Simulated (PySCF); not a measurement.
Cartesian coordinates (Å):
```xyz
7

C     -0.9325    -0.0284     0.1532
O     -0.2592    -0.4228    -1.1199
Si     0.8673     0.0767    -0.0017
H     -1.4208    -0.8666     0.6418
H     -1.5729     0.8406     0.0325
H      1.5563     1.3530    -0.2643
H      1.7617    -0.9525     0.5585
```
Charge 0, spin multiplicity 1.

Task: What S1 oscillator strength, HOMO–LUMO gap and HOMO does PBE-D3(BJ)/def2-TZVP // B3LYP-D3(BJ)/def2-TZVP (PySCF) give?

Result: 
```
Quantity                   Value
----------------------  --------
S1 oscillator strength     0.005
HOMO–LUMO gap            5.09 eV
HOMO                    -6.46 eV
```
